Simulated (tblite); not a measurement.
C7H9O2 (doublet state).
Cartesian coordinates in Å at the GFN2-xTB level; atoms count from 1:
```
atom  x, y, z in Å
C1     1.8836   -1.6527   -0.7180
C2     1.9374   -0.3638   -0.3868
C3     0.7635    0.4107   -0.2010
C4     0.0499    1.4783    0.0766
C5    -0.0924    2.8619    0.5356
C6    -0.7440    0.2737   -0.2906
O7    -1.4442   -0.3972    0.7101
C8    -1.7537   -1.7583    0.4016
O9    -1.2774   -2.2630   -0.6692
H10    0.9301   -2.1424   -0.8617
H11    2.7724   -2.2455   -0.8479
H12    2.8791    0.1556   -0.2499
H13   -0.6040    3.4547   -0.2235
H14   -0.6971    2.8876    1.4423
H15    0.8824    3.3009    0.7387
H16   -1.1910    0.1236   -1.2728
H17   -2.8750   -1.8254    0.4690
H18   -1.4285   -2.2922    1.3359
```

Computed with GFN2-xTB (tblite): harmonic, unscaled wavenumbers at the GFN2-xTB geometry, gas phase. Errors from tens to a few hundred cm⁻¹ against measured bands are possible. One conformer, not necessarily the lowest. Open shells enter through the occupations alone, without spin polarisation, and single modes of such species can be off by tens of per cent.

Harmonic wavenumbers (cm⁻¹): 68.2, 93.2, 99.1, 120.3, 149.5, 154.7, 201.5, 238.4, 315.1, 420.8, 450.6, 540.0, 649.7, 680.5, 733.7, 780.0, 813.6, 851.9, 885.8, 929.0, 958.5, 998.3, 1014.7, 1027.8, 1047.0, 1102.6, 1161.6, 1221.1, 1235.3, 1277.1, 1292.6, 1299.2, 1349.2, 1381.4, 1391.0, 1449.4, 1457.8, 1629.7, 1917.0, 2503.9, 2600.6, 2942.3, 2992.4, 3007.3, 3024.8, 3029.0, 3055.0, 3131.1.

A = 2062, B = 1389, C = 881.8 MHz; mass 125.060 u (most abundant isotopes); point group C1, symmetry number 1; spin multiplicity 2.

Q: What is the zero-point energy?

A: ½Σν̃ = 29837 cm⁻¹ = 85.31 kcal/mol.

Q: Entropy at 298.15 K, 1 bar (ideal gas, RRHO, classical rotation)?

A: Translation 40.41, rotation 29.23, vibration 29.83, spin (R ln 2) 1.38: S = 100.8 cal/(mol K).

Q: And Cp and H(298.15 K) − H(0)?

A: Cp = 37.97 cal/(mol K), of which vibrations give 30.02 (their classical limit is 48 R = 95.4); H(298.15 K) − H(0) = 7.07 kcal/mol without the zero-point energy, 4.70 from vibrations.

Q: How do the functions run with temperature in this model?

A: 
```
T (K)  S (cal/(mol K))  Cp (cal/(mol K))  H − H(0) (kcal/mol)  G − H(0) (kcal/mol)  ln q(vib)
  150             80.1              24.5                 2.47                -9.54       3.01
  250             94.6              33.3                 5.35               -18.30       5.79
  400            113.4              47.5                11.43               -33.92       9.76
  600            135.6              62.2                22.49               -58.86      14.83
  900            163.7              76.1                43.41              -103.90      21.93
```

q(vib) and H(0) count from the zero-point level.

Q: Which modes carry the vibrational entropy at 298.15 K?

A: 68.2 cm⁻¹: 4.20; 93.2 cm⁻¹: 3.59; 99.1 cm⁻¹: 3.47; 120.3 cm⁻¹: 3.10; 149.5 cm⁻¹: 2.68; 154.7 cm⁻¹: 2.61 cal/(mol K); the other 42 give 10.17 together.

Hindered rotation and anharmonicity are outside this model. Other conformers, if any are populated, would add a mixing term that is left out. The structure is chiral; the term R ln 2 for an equal mix with its mirror image is left out.
